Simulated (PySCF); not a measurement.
**How methods differ on the excitation energy of Ar⁺**

Ar⁺ [Ne] 3s2 3p5 (2P) → Ar⁺ [Ne] 3s2 3p4 4s1 (4P), as a difference of total energies. All numbers are calculated (PySCF 2.14, the non-relativistic Hamiltonian (point nucleus), in aug-cc-pV(Q+d)Z (7s6p5d3f2g, 89 functions)). Correlated levels: valence: [Ne] frozen. The calculations carry no spin-orbit coupling.

| method | excitation energy (eV) |
| --- | --- |
| UHF | 15.945 |
| LDA | 16.630 |
| PBE | 16.502 |
| PBE0 | 16.639 |
| r2SCAN | 16.911 |
| BHandHLYP | 16.690 |
| LC-wPBE | 17.002 |
| CAM-B3LYP | 16.718 |
| revPBE | 16.527 |
| MP2 (valence) | 16.620 |
| SCS-MP2 (valence) | 16.765 |

**Question.** How much does correlation contribute at MP2 (valence)?

**Answer.** 16.620 − (15.945) = 0.675 eV, measured against UHF.

Errors of the correlated levels include the incompleteness of this basis and the frozen core.

The promoted electron is Rydberg-like, and one or two diffuse shells describe it only roughly, which tends to raise the upper state.

For comparison: 16.648 eV (measured; NIST levels, between the centres of gravity of the two terms).
